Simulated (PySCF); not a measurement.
Problem. Give a GFN2-xTB geometry of `N#C[CH-]CC(F)(F)F`. (Charge -1.)

Solution. 
```
atom  x, y, z in Å
N1    -2.6732    1.6413   -0.5773
C2    -1.9544    0.7834   -0.2305
C3    -1.2059   -0.3015    0.0942
C4     0.1449   -0.4961   -0.5063
C5     1.2930    0.0455    0.3464
F6     1.3786   -0.5357    1.5623
F7     1.2601    1.3677    0.5691
F8     2.5330   -0.1779   -0.2141
H9    -1.3828   -0.7807    1.0520
H10    0.2164    0.0168   -1.4697
H11    0.3959   -1.5602   -0.6521
```

Any rigid rotation of these coordinates is as good. Atoms count from 1 in this order. C3 (carbon bonded to 2 C and H) has angles 120.5°, 118.3° and 116.4°, sum 355.2°, 0.16 Å off the plane of its three neighbours. The C–F distances run from 1.341 Å (C5–F7, drawn single) to 1.379 Å (C5–F8, drawn single), a spread of 0.038 Å. The C–C distances run from 1.357 Å (C2–C3, drawn single) to 1.529 Å (C4–C5, drawn single), a spread of 0.172 Å.

Bonds between heavy atoms (Å): N1≡C2 1.172, C2–C3 1.357, C3–C4 1.491, C4–C5 1.529, C5–F6 1.350, C5–F7 1.341, C5–F8 1.379.

Structure optimised with GFN2-xTB, isolated species.

Point group: C1 (no symmetry element, even within 0.4 Å). No GFN2-xTB frequencies stand behind this structure, so it isn't proved a minimum. Torsions: C2–C3–C4–C5 94°.

One conformer stands for the species.

These are computed values.
